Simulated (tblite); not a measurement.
Task: Write Cartesian coordinates for InChI=1S/C5H14NSi/c1-5(2,3)4-6-7/h6H,4,7H2,1-3H3 as optimised with GFN2-xTB. (Doublet state.)

Result: 
```xyz
21
C5H14NSi angstrom
C     -0.2384   -1.4187    0.3446
C     -0.6810   -0.0289   -0.1097
C     -1.2173    0.7589    1.0878
C     -1.7844   -0.1657   -1.1616
C      0.5089    0.7229   -0.7555
N      1.5719    1.0996    0.1313
Si     2.8927    0.0810    0.5716
H      0.0703   -2.0173   -0.5095
H      0.6060   -1.3455    1.0303
H     -1.0532   -1.9330    0.8498
H     -2.1142    0.2833    1.4793
H     -0.4800    0.7980    1.8873
H     -1.4715    1.7768    0.7962
H     -2.1518    0.8123   -1.4656
H     -2.6205   -0.7359   -0.7627
H     -1.4095   -0.6797   -2.0441
H      0.1212    1.6293   -1.2381
H      0.9382    0.0877   -1.5346
H      1.2857    1.8096    0.7875
H      3.3866   -0.5242   -0.6604
H      3.8313    0.9473    1.2757
```

Orientation and origin are arbitrary. Atoms count from 1 in this order. N6 (nitrogen bonded to C, Si and H) has angles 124.8°, 117.8° and 112.1°, sum 354.7°, 0.18 Å off the plane of its three neighbours. Of the pairs four or more bonds apart, Si7···H9 is among the closest relative to their van der Waals radii: 2.73 Å, 83 % of the sum of Bondi's values. The 4 C–C bonds span 1.528 Å (C1–C2, drawn single) to 1.549 Å (C2–C5, drawn single), a spread of 0.021 Å. Si7 (silicon bonded to N and 2 H) is pyramidal (angles 115.9°, 106.8° and 105.4°, sum 328.0°, 0.51 Å off the plane of its three neighbours).

Bonds between heavy atoms (Å): C1–C2 1.528, C2–C3 1.530, C2–C4 1.531, C2–C5 1.549, C5–N6 1.435, N6–Si7 1.725.

The geometry is computed with GFN2-xTB (gas phase). This method treats the open shell by occupation alone, without spin polarisation.

Point group: C1 (no symmetry element, even within 0.4 Å). Its GFN2-xTB frequencies are all real (lowest 43 cm⁻¹). Torsions: C2–C5–N6–Si7 86°, C5–N6–Si7–H 46° and 170°. 3 starts were optimised and ended at 0.00, 0.02 and 0.73 kcal/mol (GFN2-xTB); the lowest of these is shown.

One conformer stands for the species.
